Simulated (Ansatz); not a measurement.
Steps of a relaxation of C$_{3}$H$_{11}$NSn, SMILES `[CH3][Sn]([CH3])([CH3])[NH2]` with RKS PBE-D4/def2-SVP.

```sh
$ ansatz run in.yaml --threads 4 --pin off --events-out ev --progress --plain --max-ram 11315MiB
```

```yaml
crystal:
  periodic: [false, false, false]
  atoms:
    - {symbol: C, position_ang: [-0.979600, 0.468000, -1.656900]}
    - {symbol: Sn, position_ang: [-0.057200, 0.041000, 0.179000]}
    - {symbol: C, position_ang: [1.916300, 0.804300, 0.127100]}
    - {symbol: C, position_ang: [0.068000, -2.070900, 0.436300]}
    - {symbol: N, position_ang: [-1.085300, 0.899000, 1.720800]}
    - {symbol: H, position_ang: [-1.051900, 1.629500, -1.805100]}
    - {symbol: H, position_ang: [-0.443600, 0.050200, -2.503500]}
    - {symbol: H, position_ang: [-2.026300, 0.136100, -1.655500]}
    - {symbol: H, position_ang: [2.459000, 0.574400, 1.139300]}
    - {symbol: H, position_ang: [2.504500, 0.340200, -0.677700]}
    - {symbol: H, position_ang: [1.913300, 1.903900, 0.027500]}
    - {symbol: H, position_ang: [0.520500, -2.316900, 1.412700]}
    - {symbol: H, position_ang: [0.499700, -2.516700, -0.418300]}
    - {symbol: H, position_ang: [-1.069400, -2.461800, 0.477400]}
    - {symbol: H, position_ang: [-1.130900, 1.914800, 1.541800]}
    - {symbol: H, position_ang: [-2.060000, 0.582200, 1.699500]}
basis:
  gaussian: {orbitals: def2-SVP}
hamiltonian: {xc: pbe, dispersion: d4}
relax: {f_tol: 0.03, max_steps: 200}
```

Positions (Å) and forces (eV/Å) along the path, 5 of 5 steps:

```xyz
16
step=1 energy=-10601.3792 eV
C    -0.980    0.468   -1.657   -0.885    2.468   -0.505
Sn   -0.057    0.041    0.179    0.459   -0.383    0.020
C     1.916    0.804    0.127    1.233    0.085    1.991
C     0.068   -2.071    0.436   -3.616   -0.082    1.680
N    -1.085    0.899    1.721   -0.097    0.414    0.484
H    -1.052    1.629   -1.805    0.272   -1.621    0.162
H    -0.444    0.050   -2.503    0.294   -0.306   -0.608
H    -2.026    0.136   -1.655   -0.276   -0.310   -0.117
H     2.459    0.574    1.139   -0.763    0.261   -1.440
H     2.505    0.340   -0.678    0.094   -0.026   -0.234
H     1.913    1.904    0.028    0.094    0.111   -0.173
H     0.520   -2.317    1.413    0.254   -0.209   -0.163
H     0.500   -2.517   -0.418    1.053   -0.895   -1.273
H    -1.069   -2.462    0.477    2.124    0.601   -0.027
H    -1.131    1.915    1.542   -0.031   -0.056    0.132
H    -2.060    0.582    1.700   -0.210   -0.052    0.071
16
step=2 energy=-10601.7912 eV
C    -1.026    0.489   -1.776   -0.125    0.829   -0.011
Sn   -0.035    0.040    0.120   -0.255    0.032    0.216
C     1.970    0.889    0.172    0.300   -0.254    0.543
C    -0.042   -2.117    0.475   -1.131    0.007    0.250
N    -1.028    0.868    1.764   -0.020    0.242   -0.009
H    -1.083    1.606   -1.920    0.095   -0.534    0.115
H    -0.464    0.075   -2.627    0.109   -0.152   -0.160
H    -2.066    0.110   -1.805    0.029   -0.134    0.069
H     2.484    0.650    1.144   -0.357    0.041   -0.435
H     2.554    0.419   -0.639    0.109    0.039   -0.108
H     1.994    1.989    0.047   -0.153   -0.018   -0.087
H     0.448   -2.351    1.437    0.211   -0.026   -0.062
H     0.454   -2.596   -0.374    0.387   -0.303   -0.207
H    -1.091   -2.552    0.526    0.691    0.530   -0.070
H    -1.082    1.900    1.690    0.063   -0.253   -0.010
H    -2.010    0.558    1.809    0.049   -0.044   -0.033
16
step=3 energy=-10601.8343 eV
C    -1.009    0.506   -1.787   -0.014   -0.034    0.207
Sn   -0.057    0.043    0.136    0.113    0.101   -0.193
C     1.955    0.844    0.162   -0.107    0.040    0.036
C    -0.030   -2.091    0.459   -0.049   -0.056    0.040
N    -1.031    0.880    1.794    0.161   -0.559   -0.110
H    -1.060    1.603   -1.916   -0.022    0.023   -0.048
H    -0.445    0.063   -2.631    0.038   -0.007    0.041
H    -2.034    0.091   -1.783   -0.057    0.021   -0.069
H     2.418    0.614    1.138    0.075    0.015    0.032
H     2.574    0.420   -0.654   -0.050   -0.021    0.016
H     1.894    1.940    0.035    0.114    0.105    0.007
H     0.485   -2.328    1.409   -0.022    0.016    0.040
H     0.478   -2.629   -0.366   -0.051    0.088   -0.011
H    -1.081   -2.426    0.520   -0.043   -0.198    0.030
H    -1.073    1.895    1.702   -0.076    0.396   -0.034
H    -2.008    0.552    1.826   -0.010    0.070    0.016
16
step=4 energy=-10601.8549 eV
C    -1.023    0.510   -1.786    0.020   -0.005    0.043
Sn   -0.052    0.044    0.119   -0.051    0.056   -0.009
C     1.958    0.864    0.168   -0.027   -0.024   -0.001
C    -0.050   -2.097    0.466   -0.028   -0.001   -0.012
N    -1.015    0.863    1.783    0.050   -0.124   -0.028
H    -1.075    1.606   -1.935    0.014   -0.010    0.002
H    -0.436    0.063   -2.613   -0.020    0.005   -0.020
H    -2.051    0.097   -1.808    0.019   -0.009   -0.002
H     2.426    0.623    1.141    0.011   -0.002    0.007
H     2.566    0.424   -0.646    0.006    0.011    0.004
H     1.934    1.964    0.043    0.000   -0.003   -0.006
H     0.471   -2.316    1.418    0.012   -0.002   -0.001
H     0.468   -2.617   -0.363    0.002   -0.007    0.016
H    -1.089   -2.477    0.531    0.022    0.005   -0.004
H    -1.062    1.887    1.701   -0.032    0.080    0.002
H    -1.993    0.542    1.826    0.003    0.030    0.005
16
step=5 energy=-10601.8556 eV
C    -1.023    0.510   -1.790    0.004   -0.001    0.003
Sn   -0.055    0.046    0.112   -0.007    0.002   -0.007
C     1.955    0.860    0.169   -0.003    0.002    0.009
C    -0.048   -2.095    0.466   -0.003    0.005    0.007
N    -1.012    0.861    1.776   -0.024    0.017    0.021
H    -1.069    1.607   -1.939   -0.001    0.003   -0.003
H    -0.446    0.062   -2.623    0.000   -0.001   -0.003
H    -2.052    0.101   -1.807   -0.004    0.000   -0.002
H     2.420    0.613    1.143    0.002    0.000   -0.001
H     2.569    0.427   -0.645   -0.001   -0.002   -0.003
H     1.933    1.960    0.050    0.002    0.000    0.000
H     0.476   -2.306    1.417    0.000   -0.001    0.000
H     0.471   -2.621   -0.359    0.001    0.001   -0.003
H    -1.085   -2.479    0.535    0.002   -0.003    0.000
H    -1.066    1.888    1.706    0.012   -0.016   -0.008
H    -1.990    0.542    1.834    0.020   -0.006   -0.009
```

Hardware: 4 threads of an Arm Neoverse V1 on a shared host. Wall time 12 s, peak host memory 0.19 GiB.
